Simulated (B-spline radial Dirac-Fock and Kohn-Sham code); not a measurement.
# X-ray form factors of lead in several charge states

Method: Dirac-Fock orbitals of the configuration average with a finite nucleus. Computed with a radial finite-basis atomic code.

Configurations: Pb³²⁺ [Kr] 4d10 4f4; Pb³⁸⁺ [Kr] 4d8; Pb³⁹⁺ [Kr] 4d7; Pb⁴⁰⁺ [Kr] 4d6; Pb⁴¹⁺ [Kr] 4d5. The first column is f₀ of Pb³²⁺, the others are differences from it.

| s (Å⁻¹) | Pb³²⁺ | Δ Pb³⁸⁺ | Δ Pb³⁹⁺ | Δ Pb⁴⁰⁺ | Δ Pb⁴¹⁺ |
| --- | --- | --- | --- | --- | --- |
| 0 | 50.000 | -6.000 | -7.000 | -8.000 | -9.000 |
| 0.1 | 49.683 | -5.912 | -6.898 | -7.885 | -8.872 |
| 0.2 | 48.750 | -5.656 | -6.601 | -7.548 | -8.496 |
| 0.3 | 47.254 | -5.251 | -6.132 | -7.016 | -7.902 |
| 0.4 | 45.280 | -4.728 | -5.524 | -6.326 | -7.132 |
| 0.5 | 42.932 | -4.123 | -4.821 | -5.527 | -6.238 |
| 0.7 | 37.579 | -2.827 | -3.311 | -3.805 | -4.308 |
| 0.9 | 32.098 | -1.644 | -1.927 | -2.220 | -2.524 |
| 1.1 | 27.172 | -0.747 | -0.872 | -1.007 | -1.151 |
| 1.4 | 21.523 | -0.007 | -0.001 | -0.001 | -0.005 |
